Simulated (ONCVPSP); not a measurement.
Reading a pseudo-wave (Cu)

Columns: radius, all-electron u(r) and pseudo u(r) of the 3p shell (level -72.14 eV) of copper in the configuration [Ne] 3s2 3p6 3d10 4s1; PBE, scalar-relativistic, ONCV scheme, ONCVPSP 4.0.1.

```json
{"r (bohr)": "0.072", "all-electron": "-0.4937", "pseudo": "0.0411"}
{"r (bohr)": "0.145", "all-electron": "-0.6297", "pseudo": "0.1623"}
{"r (bohr)": "0.217", "all-electron": "-0.2897", "pseudo": "0.3469"}
{"r (bohr)": "0.290", "all-electron": "0.2046", "pseudo": "0.5748"}
{"r (bohr)": "0.362", "all-electron": "0.6426", "pseudo": "0.8056"}
{"r (bohr)": "0.435", "all-electron": "0.9630", "pseudo": "1.0090"}
{"r (bohr)": "0.507", "all-electron": "1.1516", "pseudo": "1.1519"}
{"r (bohr)": "0.580", "all-electron": "1.2346", "pseudo": "1.2257"}
{"r (bohr)": "0.652", "all-electron": "1.2387", "pseudo": "1.2328"}
{"r (bohr)": "0.725", "all-electron": "1.1906", "pseudo": "1.1885"}
{"r (bohr)": "0.798", "all-electron": "1.1112", "pseudo": "1.1107"}
{"r (bohr)": "0.870", "all-electron": "1.0169", "pseudo": "1.0167"}
{"r (bohr)": "0.942", "all-electron": "0.9168", "pseudo": "0.9166"}
{"r (bohr)": "1.015", "all-electron": "0.8159", "pseudo": "0.8157"}
{"r (bohr)": "1.088", "all-electron": "0.7198", "pseudo": "0.7196"}
{"r (bohr)": "1.160", "all-electron": "0.6318", "pseudo": "0.6317"}
{"r (bohr)": "1.232", "all-electron": "0.5517", "pseudo": "0.5516"}
{"r (bohr)": "1.305", "all-electron": "0.4788", "pseudo": "0.4787"}
{"r (bohr)": "1.378", "all-electron": "0.4140", "pseudo": "0.4139"}
{"r (bohr)": "1.450", "all-electron": "0.3578", "pseudo": "0.3577"}
{"r (bohr)": "1.522", "all-electron": "0.3085", "pseudo": "0.3084"}
{"r (bohr)": "1.595", "all-electron": "0.2649", "pseudo": "0.2648"}
{"r (bohr)": "1.668", "all-electron": "0.2270", "pseudo": "0.2270"}
{"r (bohr)": "1.740", "all-electron": "0.1948", "pseudo": "0.1947"}
{"r (bohr)": "1.812", "all-electron": "0.1669", "pseudo": "0.1669"}
{"r (bohr)": "1.885", "all-electron": "0.1426", "pseudo": "0.1426"}
```

Problem. How many radial nodes do the two functions have?

Solution. The all-electron 3p function has n − l − 1 = 1; the pseudo-wave has 0, since the states of the same l below it are removed with the core.

Problem. At about which radius was the pseudo-wave matched?

Solution. 0.90 bohr. The columns agree to 0.0005 from 0.80 bohr on; several derivatives are matched, so the curves merge somewhat inside the radius.

Problem. Is the pseudo-wave norm-conserving?

Solution. Yes: the ONCV scheme keeps the norm inside the radius equal to the all-electron one, which fixes the energy derivative of the logarithmic derivative at the level.
